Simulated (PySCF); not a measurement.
Exercise with solution: refractive index and permittivity of the vapour

GaH2, SMILES [GaH2], multiplicity 2.

Geometry: B3LYP-D3(BJ)/def2-TZVPD. The spin state was assumed, not searched. The isomer is the one that the SMILES or the coordinates give; other isomers of the formula were not compared.

B3LYP/def2-TZVPD (PySCF) gives a mean static polarisability of 40.7 bohr³ and a dipole moment of 0.32 D. Take an ideal gas at 298.15 K and 0.1 bar, whether or not the substance is that volatile.

Task: Work out n − 1 in the optical limit and the static ε − 1.

Result: 
Polarisability volume α' = 40.7 × 0.148185 = 6.03 Å³. Number density N = p/kT = 2.43e-6 Å⁻³.
Dilute limit of Lorentz–Lorenz: n − 1 = 2π N α' = 9.2e-5.
Orientation term of Debye: μ²/(3kT) = 8.098 Å³ × μ²(D²) = 0.83 Å³.
ε − 1 = 4π N (α' + μ²/3kT) = 0.00021. Orientation of the dipole supplies 12 % of the static response; it can't follow optical fields. Vibrational polarisation and dispersion are left out.
